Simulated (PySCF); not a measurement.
## Cd²³⁺ (cadmium, charge +23) across methods

[Ar] 3d7, high-spin 4F determinant. Computed with PySCF 2.14 in an uncontracted even-tempered set (17 s from 2.5 bohr⁻², ratio 2.5; 11 p from 3.2 bohr⁻², ratio 2.5; 8 d from 3.2 bohr⁻², ratio 2.5; 4 f from 15 bohr⁻², ratio 2.7; 3 g from 23 bohr⁻², ratio 2.7), with the non-relativistic Hamiltonian (point nucleus). The B2PLYP total includes its PT2 part (frozen core); its orbital energies are those of the SCF part.

```tsv
method	E (hartree)	mean ε 3p β (eV)	mean ε 3d α (eV)	mean ε 3d β (eV)	Σ⟨r²⟩ (bohr²)	⟨S²⟩
UHF	-5185.55111	-1350.9	-1185.2	-1173.4	2.049	3.751
PBE0	-5186.34	-1322.2	-1156.2	-1146.8	2.051	3.750
PBE	-5186.16	-1312.0	-1145.9	-1137.3	2.052	3.750
r2SCAN	-5186.76	-1315.9	-1149.4	-1140.6	2.050	3.750
LDA	-5181.22	-1311.6	-1145.8	-1136.3	2.054	3.750
B2PLYP	-5186.64	-1332.9	-1167.0	-1156.9	2.051	3.750
```

Question: Estimate the same row for BP86.

Answer: E (hartree) = -5187.11; mean ε 3p β (eV) = -1312.4; mean ε 3d α (eV) = -1146.0; mean ε 3d β (eV) = -1137.8; Σ⟨r²⟩ (bohr²) = 2.051; ⟨S²⟩ = 3.750.

A non-relativistic calculation at this Z misses sizeable relativistic shifts. Spin-orbit coupling, absent here, splits the open shell strongly.
